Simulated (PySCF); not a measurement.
**How methods differ on the ionisation energy of Au⁶⁵⁺**

Au⁶⁵⁺ [Ne] 3s2 3p2 [3p1/2^2, M_J = 0] → Au⁶⁶⁺ [Ne] 3s2 3p1 [3p1/2^1, M_J = 1/2], as a difference of total energies. Calculation: PySCF 2.14, in an uncontracted even-tempered set (17 s from 22 bohr⁻², ratio 2.4; 14 p from 29 bohr⁻², ratio 2.4; 4 d from 96 bohr⁻², ratio 2.6; 4 f from 140 bohr⁻², ratio 2.6); the two-component X2C-1e Hamiltonian. Correlated levels: 1s2 frozen; the 46 highest virtual spinors dropped. "Screened" scales the spin-orbit matrix elements by Boettger's factors to mimic the two-electron term; Breit and QED terms are absent.

```
                    method  ionisation energy (eV)
           GHF (spin-free)                  7426.3
          GMP2 (spin-free)                  7427.2
 GHF (screened spin-orbit)                  7765.4
GMP2 (screened spin-orbit)                  7767.2
```

Breit and QED terms and the two-electron picture change are absent.

The spin-free rows relax to the high-spin LS determinant and lack the spin-orbit shift.

The labels give the starting determinants; with spin-orbit coupling the two ends relaxed to ⟨J²⟩ = 0.00, ⟨L²⟩ = 1.36, ⟨S²⟩ = 1.36 and ⟨J²⟩ = 0.75, ⟨L²⟩ = 2.04, ⟨S²⟩ = 0.79.

For comparison: 7760 ± 30 eV (theoretical estimate listed by NIST; NIST Atomic Spectra Database, ionization energies).
